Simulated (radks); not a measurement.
Problem. The palladium ion Pd2+, 44 electrons, occupied as [Kr] 4d8. Method: Dirac Kohn-Sham, PBE, spin-unpolarised, spherical densities, finite nucleus; open shells fill j = l - 1/2 first; Fermi nuclear charge, rms radius 4.5318 fm; computed with a radial shooting solver on a logarithmic mesh with Libxc functionals. Some entries of the table are withheld. Estimate them.

orbital,occ.,eigenvalue (eV),<r^2> (bohr^2)
1s1/2,2,-24176.88,0.001371
2s1/2,2,-3550.731,0.02250
2p1/2,2,-3295.364,0.01685
2p3/2,4,-3135.968,0.01818
3s1/2,2,-660.9833,0.1645
3p1/2,2,(1),(2)
3p3/2,4,(3),(4)
3d3/2,4,-353.9749,(5)
3d5/2,6,-348.4350,(6)
4s1/2,2,-110.3605,(7)
4p1/2,2,-79.1101,(8)
4p3/2,4,-74.6038,(9)
4d3/2,4,-27.5995,2.229
4d5/2,4,-27.0734,2.283
5s1/2,0,-20.2326,7.602
5p1/2,0,-14.3527,10.77
5p3/2,0,-13.9391,11.31

Solution. 
(1) 3p1/2 eigenvalue (eV): -560.1929
(2) 3p1/2 <r^2> (bohr^2): 0.1603
(3) 3p3/2 eigenvalue (eV): -532.4086
(4) 3p3/2 <r^2> (bohr^2): 0.1695
(5) 3d3/2 <r^2> (bohr^2): 0.1510
(6) 3d5/2 <r^2> (bohr^2): 0.1538
(7) 4s1/2 <r^2> (bohr^2): 1.007
(8) 4p1/2 <r^2> (bohr^2): 1.175
(9) 4p3/2 <r^2> (bohr^2): 1.246
